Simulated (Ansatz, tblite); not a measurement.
Removing and adding an electron: Ge₈BPH₁₆, a doped cluster cut from the lattice of germanium (B and P 4.0 A apart). Charge 0, multiplicity 1. Geometry: PBE-D4/def2-SVP. Ansatz, gas phase; energy differences of separate SCF runs; the oxidised species was run as a doublet alone; the reduced species was run as a doublet alone.

```csv
atom,x (Å),y (Å),z (Å)
B1,1.203,-0.658,-1.878
Ge2,1.256,-0.752,1.904
P3,-1.985,-0.865,-0.102
Ge4,-0.020,2.401,-0.018
Ge5,-0.667,-1.492,-2.008
Ge6,-1.026,-1.646,1.912
Ge7,2.262,-1.390,-0.256
Ge8,1.130,1.410,-1.961
Ge9,0.897,1.662,2.132
Ge10,-2.289,1.476,0.010
H11,1.774,-1.048,-2.898
H12,1.880,-1.340,3.210
H13,-3.295,-1.439,-0.176
H14,-0.258,3.946,-0.010
H15,-0.846,-3.041,-1.893
H16,-1.661,-1.025,-3.120
H17,-1.178,-3.189,1.775
H18,-2.018,-1.147,3.005
H19,2.361,-2.947,-0.151
H20,3.724,-0.857,-0.124
H21,2.519,2.124,-1.940
H22,0.354,2.019,-3.176
H23,2.261,2.364,2.379
H24,-0.044,2.010,3.328
H25,-3.178,1.755,-1.237
H26,-3.157,1.670,1.289
```

The xTB rows come from tblite. Single mean-field runs in def2-TZVP are fitted with def2-universal-jkfit. HOMO above LUMO, or a gap near zero within one spin, warns that the state may not be the lowest or that an electron is smeared out.

```json
{"level": "GFN1-xTB", "−HOMO (eV)": "11.50", "vertical IE (eV)": "13.08", "−LUMO (eV)": "7.84", "vertical EA (eV)": "6.10", "HOMO–LUMO gap (eV)": "3.65", "IE − EA (eV)": "6.97", "remarks": "–"}
{"level": "GFN2-xTB", "−HOMO (eV)": "10.13", "vertical IE (eV)": "12.02", "−LUMO (eV)": "5.88", "vertical EA (eV)": "3.97", "HOMO–LUMO gap (eV)": "4.25", "IE − EA (eV)": "8.06", "remarks": "–"}
{"level": "PBE-D4/def2-TZVP", "−HOMO (eV)": "6.09", "vertical IE (eV)": "8.05", "−LUMO (eV)": "1.90", "vertical EA (eV)": "0.28", "HOMO–LUMO gap (eV)": "4.18", "IE − EA (eV)": "7.78", "remarks": "HOMO above zero (-1 doublet), gap within one spin near zero (+1 doublet)"}
{"level": "PBE0-D4/def2-TZVP", "−HOMO (eV)": "7.05", "vertical IE (eV)": "8.39", "−LUMO (eV)": "1.17", "vertical EA (eV)": "0.08", "HOMO–LUMO gap (eV)": "5.89", "IE − EA (eV)": "8.31", "remarks": "HOMO above zero (-1 doublet)"}
{"level": "BHLYP-D4/def2-TZVP", "−HOMO (eV)": "7.94", "vertical IE (eV)": "8.55", "−LUMO (eV)": "0.32", "vertical EA (eV)": "-0.25", "HOMO–LUMO gap (eV)": "7.61", "IE − EA (eV)": "8.80", "remarks": "HOMO above zero (-1 doublet)"}
```

   A HOMO above zero means that the electron is unbound at that level or that self-interaction error raises the level; the energy of removing that electron tells which. Raw xTB energy differences between charge states are shifted by several eV; the methods need an empirical correction for them. Sets without diffuse functions give affinities that are too small. A negative affinity means that the extra electron isn't bound; its size then hangs on the basis.
